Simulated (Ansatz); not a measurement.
The same atomization along the group Al, Ga, In.

Isolated molecules relaxed with PBE0-D4/def2-TZVP in Ansatz; ΔE leaves out vibrations. CCSD(T)/CBS adds triple-zeta CCSD(T) − MP2 to the extrapolated MP2 energy (def2 sets, frozen cores). Small cases extrapolate CCSD(T) itself. DFT in def2-TZVPP. No spin–orbit coupling; open shells (•) take unrestricted orbitals. Spin–orbit coupling would lower the free atoms: a little for Al, Si; clearly for Ga; strongly for In. Elements past krypton have def2 core potentials. For Ga, In outer-core shells are correlated without core-valence functions, so the limit isn't a true one: a few kJ/mol of doubt a bond, and 10 to 20 or more in all where bonds break to atoms. Scalar relativity is left out up to krypton.

```csv
reaction,ωB97M-V (kJ/mol),CCSD(T)/CBS(def2) (kJ/mol)
`[AlH2][SiH3]` → 5 H• + Al• + Si•,1777,1785
`[SiH3][GaH2]` → 5 H• + Ga• + Si•,1724,1738
`[SiH3][InH2]` → 5 H• + In• + Si•,1649,1651
```

Largest T1 diagnostic: 0.018, for Al•.

Extrapolated directly: `[AlH2][SiH3]` → 5 H• + Al• + Si•.

For atomizations the MP2-based limit and the directly extrapolated one differ by several kJ/mol either way, and by 10 to 25 for some Ge, Se and Sn compounds, so smaller differences from it don't rank the levels.
